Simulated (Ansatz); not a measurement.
Molecule: PO, charge 0, multiplicity 2. SMILES: [O][P]
Geometry: optimised at B3LYP-D3(BJ)/def2-TZVP (Ansatz, a program for electronic structure).

Computed values are from Ansatz. Valence correlation only, unless marked. UHF or UKS for open shells. Spin-orbit coupling is left out. No relativistic terms. Basis-set limits of correlation are two-point, X^-3; Hartree-Fock from the larger set (for Q and 5 zeta extrapolated as (X+1)exp(-9√X)).

```yaml
atomisation energy De: 142.6 kcal/mol at CCSD(T)/CBS(cc-pV(Q+d)Z,cc-pV(5+d)Z)
vertical electron affinity (to the triplet; negative means unbound): 1.04 eV at CCSD(T)/CBS(aug-cc-pV(T+d)Z,aug-cc-pV(Q+d)Z)
total_energy: -416.0650 Eh at CCSD(T)/CBS(cc-pV(Q+d)Z,cc-pV(5+d)Z)
dipole_moment: 1.92 D at CCSD(T)/aug-cc-pV(D+d)Z
T1 diagnostic: 0.025 at CCSD/cc-pV(5+d)Z
```
